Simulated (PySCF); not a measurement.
C2H4BNO2, SMILES OB(O)CC#N.

Geometry: B3LYP-D3(BJ)/def2-SVP. Other conformers were not sampled.

Two levels are set side by side: TDDFT-PBE/def2-SVPD (PySCF) and TDDFT-ωB97X/def2-SVPD (PySCF). Vertical, same geometry. The lowest singlet is HOMO→LUMO 100 % with PBE and HOMO→LUMO+2 41 %, HOMO→LUMO+4 18 %, HOMO−1→LUMO+3 15 % with the other functional; states are paired by order. Differences are taken from unrounded values.

| quantity | TDDFT-ωB97X | TDDFT-PBE | TDDFT-PBE minus TDDFT-ωB97X |
|---|---|---|---|
| lowest singlet excitation (eV) | 7.73 | 7.12 | -0.61 |
| lowest triplet excitation (TDA) (eV) | 6.43 | 6.42 | -0.02 |

Functionals without exact exchange tend to place singlet excitations lower, as here. Differences between two approximate levels are no errors against the true value.

Rough cost on one machine, each run with all the roots and properties that it gave: TDDFT-ωB97X against TDDFT-PBE about 20 times.
